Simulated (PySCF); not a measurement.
Compound: C₂HBrF₂O.
Atom-mapped SMILES: `[O:1]=[C:2]([Br:3])[CH:4]([F:5])[F:6]` (hydrogens: H7 on C4)

Cartesian coordinates in Å at the PBE0-D3(BJ)/def2-SVP level; atoms count from 1:
```
atom  x, y, z in Å
O1     1.2252    1.3980    0.2170
C2     0.8054    0.3437   -0.0944
Br3    1.8836   -1.0372   -0.9175
C4    -0.6571   -0.1069    0.0571
F5    -1.3391    0.8587    0.6745
F6    -0.7038   -1.2261    0.7926
H7    -1.0967   -0.3030   -0.9378
```

Method: PBE0-D3(BJ)/def2-SVP geometry optimisation, gas phase (PySCF 2.14.0).

Masses are those of the commonest isotopes; rigid-rotor values at the optimised geometry. The values belong to one conformer with, in the numbering `[O:1]=[C:2]([Br:3])[CH:4]([F:5])[F:6]`, O1–C2–C4–F5 -4°.

Problem. Give the principal moments of inertia and the rotational constants in GHz.

Solution. Ia = 108.96, Ib = 367.76, Ic = 455.95 u·Å²; 505379 MHz·u·Å²/I gives 4638, 1374 and 1108 MHz, that is A = 4.6381, B = 1.3742, C = 1.1084 GHz.

Problem. What kind of rotor is it?

Solution. An asymmetric top. Ray's parameter κ = (2B − A − C)/(A − C) = -0.849; −1 is the prolate and +1 the oblate limit.

Problem. What does the inertial defect say?

Solution. Not planar: Δ = Ic − Ia − Ib = -20.78 u·Å². For a rigid frame Δ = −2 Σ m c², so Σ m c² = 10.39 u·Å² lies off the ab plane: 2.01 from hydrogen and 8.38 from heavier atoms. The atom farthest from that plane is 1.41 Å away.

Problem. Give the other two planar moments, Paa and Pbb, and the rms extents of the mass along the axes.

Solution. Paa = Σ m a² = (Ib + Ic − Ia)/2 = 357.37 and Pbb = Σ m b² = (Ia + Ic − Ib)/2 = 98.57 u·Å². With the mass M = 157.92 u, the rms extents √(P/M) along a, b and c are 1.50, 0.79, 0.26 Å.

Problem. Which types of transition are allowed, and where do some lines up to J = 2 fall?

Solution. The dipole components are |μa| = 0.22 D, |μb| = 1.01 D, |μc| = 1.48 D. Intensities carry the squares of the components, which stand as 0.02 : 0.47 : 1.00 (a : b : c). Some lines, for components of 0.1 D or more:

| type | branch | J(Ka,Kc) | MHz | lower level (cm⁻¹) |
| --- | --- | --- | --- | --- |
| a | Q | 2(1,1) ← 2(1,2) | 797 | 0.348 |
| a | R | 1(0,1) ← 0(0,0) | 2483 | 0.000 |
| c | Q | 2(1,2) ← 2(0,2) | 3014 | 0.248 |
| c | Q | 1(1,1) ← 1(0,1) | 3264 | 0.083 |
| b | Q | 1(1,0) ← 1(0,1) | 3530 | 0.083 |
| b | Q | 2(1,1) ← 2(0,2) | 3811 | 0.248 |
| a | R | 2(1,2) ← 1(1,1) | 4699 | 0.192 |
| a | R | 2(0,2) ← 1(0,1) | 4950 | 0.083 |
| a | R | 2(1,1) ← 1(1,0) | 5231 | 0.201 |
| b | R | 1(1,1) ← 0(0,0) | 5746 | 0.000 |
| c | R | 1(1,0) ← 0(0,0) | 6012 | 0.000 |
| b | R | 2(1,2) ← 1(0,1) | 7963 | 0.083 |
| c | R | 2(1,1) ← 1(0,1) | 8761 | 0.083 |
| c | Q | 2(2,1) ← 2(1,1) | 9792 | 0.375 |
| b | Q | 2(2,0) ← 2(1,1) | 9807 | 0.375 |
| b | Q | 2(2,1) ← 2(1,2) | 10589 | 0.348 |
| b | R | 2(2,1) ← 1(1,0) | 15023 | 0.201 |
| c | R | 2(2,0) ← 1(1,0) | 15038 | 0.201 |
| c | R | 2(2,1) ← 1(1,1) | 15288 | 0.192 |
| b | R | 2(2,0) ← 1(1,1) | 15304 | 0.192 |

Problem. Estimate the classical rotational partition function at 50 K, 298.15 K and 500 K.

Solution. Point group C1, symmetry number σ = 1; q = (√π/σ)·√((kT/h)³/(ABC)), k/h = 20836.6 MHz/K: 22400 at 50 K, 327000 at 298.15 K, 709000 at 500 K.

Whether it is a minimum is left open (no frequencies). Zero-point vibration and centrifugal distortion are left out. Quadrupole hyperfine structure (79Br) is left out.

On an Arm Neoverse V1 with one thread, no GPU, shared host with 32 logical CPUs at a one-minute load of 16, this took 30 s and 0.44 GiB of memory at its peak. That covers the optimisation of the geometry.
